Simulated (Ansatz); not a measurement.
Consider the formal exchange of groups at the In–C bond: `C=C[CH2][InH2]` + `C#COC=O` → `C#[C][InH2]` + `C=CCOC=O`.

Program: Ansatz. Geometries: PBE0-D4/def2-TZVP. ΔE: electronic, gas phase. CCSD(T)/CBS adds triple-zeta CCSD(T) − MP2 to the extrapolated MP2 energy (def2 sets, frozen cores). This one scheme is used for every species. DFT in def2-TZVPP. def2 core potentials past Kr. For In outer-core shells are correlated without core-valence functions, which leaves a few kJ/mol of doubt a bond. Each species was taken in one conformer, which may not be the lowest.

```tsv
species	r2SCAN-D4 energy (Eh)
`C=C[CH2][InH2]`	-308.64928
`C#COC=O`	-265.83928
`C#[C][InH2]`	-268.10033
`C=CCOC=O`	-306.41683
```

Work out ΔE.

ΔE = (-268.10033) + (-306.41683) − (-308.64928) − (-265.83928) = -0.02860 Eh = -75.1 kJ/mol. CCSD(T)/CBS gives -87.7 kJ/mol.

Largest T1 diagnostic among the species: 0.016.

From PBE to PBE0 (25 % exact exchange), in def2-TZVPP and without D4, ΔE moves by −10.0 kJ/mol. The D4 term adds +5.2 kJ/mol with B3LYP and +2.6 kJ/mol with PBE0; it sums over pairs of atoms, weighted by their polarisabilities, and B3LYP, whose exchange is more repulsive, gets the larger term. In def2-TZVPP, CCSD(T) changes the Hartree–Fock value by +33.4 kJ/mol (the triples alone add +5.5 kJ/mol) and MP2 by +44.5 kJ/mol.

B3LYP here is the variant with VWN-RPA as its local correlation; programs differ in this.
